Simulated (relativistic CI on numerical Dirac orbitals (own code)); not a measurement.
Radial parameters of Cd XXV

Method of calculation: Dirac-Coulomb-Breit CI, KLI orbitals optimised for each configuration, a model potential for QED, unscaled Slater integrals (own radial code, finite nucleus).

Slater integrals F^k, G^k are unscaled and averaged over j, outside the closed core [Ne]; ζ comes from projecting the Hamiltonian with its Breit term on Σ l·s of the shell.

- 3s²3p⁶3d⁶: F^2(3d,3d) = 330250, F^4(3d,3d) = 212270, ζ(3d) = 25397 cm⁻¹; <r>(3d) = 0.3059, <r^2>(3d) = 0.1094 (bohr units).
- 3s²3p⁵3d⁷: ζ(3p) = 206570, F^2(3d,3d) = 329420, F^4(3d,3d) = 211710, F^2(3p,3d) = 294980, G^1(3p,3d) = 327180, G^3(3p,3d) = 214430, ζ(3d) = 25032 cm⁻¹; <r>(3p) = 0.3365, <r^2>(3p) = 0.1309, <r>(3d) = 0.3066, <r^2>(3d) = 0.1099 (bohr units).
- 3s²3p⁴3d⁸: F^2(3p,3p) = 295070, ζ(3p) = 206390, F^2(3d,3d) = 328570, F^4(3d,3d) = 211130, F^2(3p,3d) = 294560, G^1(3p,3d) = 327090, G^3(3p,3d) = 214250, ζ(3d) = 24671 cm⁻¹; <r>(3p) = 0.337, <r^2>(3p) = 0.1312, <r>(3d) = 0.3073, <r^2>(3d) = 0.1104 (bohr units).

(1) Give the Racah parameters of the d shell in 3s²3p⁶3d⁶.

Averages of the first 10 configurations, taken without configuration mixing, which lowers the lowest level and can move excited configurations by several eV; other configurations of the list can lie among them:

| Configuration | Parity | States | Average energy above the lowest level (eV) |
| --- | --- | --- | --- |
| 3s²3p⁶3d⁶ | even | 210 | 23.0 |
| 3s²3p⁵3d⁷ | odd | 720 | 227.6 |
| 3s²3p⁴3d⁸ | even | 675 | 436.7 |
| 3s3p⁶3d⁷ | even | 240 | 370.5 |
| 3p⁶3d⁸ | even | 45 | 724.0 |
| 3s3p⁵3d⁸ | odd | 540 | 573.9 |
| 3s²3p⁶3d⁵4s | even | 504 | 520.4 |
| 3s²3p⁶3d⁵4p | odd | 1512 | 570.8 |
| 3s²3p⁶3d⁵4d | even | 2520 | 643.4 |
| 3s²3p⁴3d⁷4s | even | 3600 | 924.2 |

Results:

(1) B = F²/49 − 5F⁴/441 = 4333 cm⁻¹ and C = 35F⁴/441 = 16847 cm⁻¹.
